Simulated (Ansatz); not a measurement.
C₂H₆O₂SW (`C[O][W]([CH3])(=[O])=[S]`). The species carries charge 0 and has multiplicity 1. W takes the def2 core potential. Geometry: relaxed with PBE0-D4/def2-TZVP. It is one conformer, not always the lowest.

```xyz
12

C    -1.061    0.881    1.908
O    -0.275    0.797    0.744
W    -0.197    0.130   -0.976
C     1.553   -1.028   -1.154
O    -0.027    1.353   -2.145
S    -1.818   -1.174   -1.459
H    -1.816    0.091    1.921
H    -0.406    0.775    2.775
H    -1.549    1.857    1.946
H     1.657   -1.413   -2.171
H     1.522   -1.871   -0.459
H     2.418   -0.396   -0.929
```

**Question.** What is the dipole moment at PBE/def2-TZVPP? (Best estimate.)

**Answer.** Computed: 3.99 D, with components (1.12, -0.20, 3.82) D in this frame, pointing from negative to positive charge.

**Question.** And with r2SCAN, B3LYP, ωB97M-V? (Best estimate.)

**Answer.** The calculation gave: r2SCAN 4.12 D, B3LYP 4.07 D, ωB97M-V 4.06 D.

**Question.** Give the Mulliken charges with PBE, r2SCAN, B3LYP in def2-TZVPP. (An estimate is asked.)

**Answer.** Computed: 
```
atom    PBE  r2SCAN  B3LYP
  C1  -0.13    0.02  -0.11
  O2  -0.30   -0.39  -0.39
  W3   0.74    0.92   0.91
  C4  -0.43   -0.40  -0.45
  O5  -0.33   -0.39  -0.39
  S6  -0.26   -0.29  -0.28
  H7   0.11    0.08   0.12
  H8   0.11    0.07   0.12
  H9   0.12    0.08   0.12
 H10   0.13    0.10   0.13
 H11   0.12    0.10   0.12
 H12   0.12    0.09   0.11
```

B3LYP here is the variant with VWN-RPA as its local correlation; programs differ in this.
